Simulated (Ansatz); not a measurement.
A structure relaxed at PBE0-D4/def2-TZVP, charge 0, multiplicity 1:

Cartesian coordinates in Å:
```
B -0.0872 0.0736 0.1586
Br 0.7570 -0.6399 -1.3758
H 0.6045 0.5239 1.0136
H -1.2744 0.0424 0.2036
```

(1) Give its formula and SMILES.

(2) Point group (tolerance 0.08 Å, 0.16 Å for H)?

(3) Summarise the bond lengths by kind.

## Answers

(1) BBrH2, `BBr`.

(2) C2v.

(3) 1 × B–Br 1.891 Å; 2 × B–H 1.188 Å.

Program: Ansatz 0.2.0.
